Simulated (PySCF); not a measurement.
**Electron correlation in Tc(24+) (technetium, charge +24)**

Starting occupation: [Ar] 3d1, 3d5/2 with m_j = +5/2. Calculation: PySCF 2.14, in an uncontracted even-tempered set (16 s from 3.2 bohr⁻², ratio 2.8; 12 p from 4.2 bohr⁻², ratio 2.8; 8 d from 4.2 bohr⁻², ratio 2.8; 3 f from 12 bohr⁻², ratio 3); X2C-1e with screened-nucleus spin-orbit coupling, Gaussian nucleus. Frozen: [Ne]; 9 electrons correlated; the 74 highest virtual spinors left out.

MP2 pair energies summed by pair of shells (mhartree):

```tsv
pair	energy	share (%)
3p1/2-3p3/2	-121.35	31.2
3p3/2-3p3/2	-109.67	28.2
3d5/2-3p3/2	-36.44	9.4
3p1/2-3p1/2	-35.72	9.2
3p3/2-3s1/2	-31.74	8.2
3d5/2-3p1/2	-18.02	4.6
3p1/2-3s1/2	-16.39	4.2
3s1/2-3s1/2	-12.11	3.1
3d5/2-3s1/2	-7.96	2.0
```

Total MP2 correlation energy: -389.41 mhartree.

At this charge the one-electron X2C treatment keeps the bare 1/r₁₂, with no two-electron picture change or Breit term. The effect here is smaller than on the frozen 1s shell.
